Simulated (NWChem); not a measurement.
Molecule: TiNH2OF; SMILES [F][Ti](=[O])[NH2]

```xyz
6

Ti     0.1012    -0.1243    -0.0130
O      1.6068     0.4256    -0.1923
F     -0.1690    -1.9032    -0.0558
N     -1.2018     1.2086    -0.3760
H     -2.2152     1.0587    -0.4639
H     -0.9963     2.1812    -0.6325
```
Atoms are numbered in this order, from 1.

Computed with NWChem. Pople sets run with spherical d functions. Coordinates come from a PBE-D3(BJ)/def2-SVP optimisation. Vzz is the largest principal value of the second derivative of the potential at the nucleus (NWChem prints the opposite sign); η is the asymmetry. Non-relativistic.

| level | Vzz Ti1 (a.u.) | η Ti1 | Vzz O2 (a.u.) | η O2 | Vzz N4 (a.u.) | η N4 | relative time |
|---|---|---|---|---|---|---|---|
| Hartree-Fock/cc-pVTZ | 1.721 | 0.38 | 0.483 | 0.41 | 0.552 | 0.81 | 30 |
| Hartree-Fock/def2-SVP | 1.641 | 0.05 | 0.442 | 0.63 | 0.586 | 0.99 | 1 |
| CAM-B3LYP/def2-TZVP | 1.785 | 0.20 | 0.467 | 0.48 | 0.512 | 0.67 | 30 |
| CAM-B3LYP/6-31G* | 1.591 | 0.12 | 0.408 | 0.52 | 0.511 | 0.80 | 5 |

The last column is a rough cost ratio, cheapest run = 1.
